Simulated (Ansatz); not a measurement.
Born–Oppenheimer molecular dynamics of H$_{8}$SeSiSn (11 atoms, charge 0, multiplicity 1). It starts at the highest image of a converged band. Of that band: Neighbouring images differ by up to 1.7 eV, so the band resolves the path poorly. A vibrational analysis at the climbing image gives one clearly imaginary mode, 1010i cm⁻¹: a first-order saddle point.

Theory: RKS PBE-D4/def2-SVP in Ansatz.

```json
{"ensemble": "NVE (velocity Verlet)", "time step": "0.5 fs", "steps asked": "200", "starting velocities drawn for": "300 K", "seed": "3465"}
```

First frame:

```xyz
11
Properties=species:S:1:pos:R:3
Sn -1.306 -0.691 0.092
Si 0.882 1.016 -0.908
H -1.221 -2.086 -0.915
H -2.273 -0.866 1.520
H -2.037 0.660 -0.762
H 0.938 -0.353 0.323
Se 1.038 -1.559 1.698
H 0.382 2.327 -0.356
H 0.384 0.863 -2.324
H 2.392 1.077 -0.956
H 0.821 -0.388 2.587
```

Task: How far do the bonds stretch over the last three quarters of this one trajectory? (Pairs bonded in most of those frames.)

Result: 
```tsv
bond	mean (Å)	spread (Å)	shortest	longest
Sn1–H3	1.723	0.010	1.70	1.74
Sn1–H4	1.743	0.046	1.67	1.81
Sn1–H5	1.733	0.018	1.70	1.76
Sn1–Se7	2.571	0.179	2.36	2.87
Si2–H6	1.528	0.117	1.33	1.70
Si2–H8	1.508	0.017	1.48	1.54
Si2–H9	1.507	0.033	1.45	1.56
Si2–H10	1.510	0.030	1.46	1.56
Se7–H11	1.488	0.040	1.43	1.55
```

Mean temperature of the second half: 1528 K. The conserved energy stayed within 0.2 meV per atom of its start (net change -0.09 meV per atom), so the integration is sound. The system heated up, since it started high on the potential surface and ran downhill. A run of 0.1 ps of so small a system gives no equilibrium averages. The orbitals stay closed-shell, which can raise the energy where a bond breaks towards radicals; this wasn't checked here.

Run time: 7.7 min on 2 threads of Arm Neoverse V1, with other jobs on the host, peak memory 0.16 GiB.
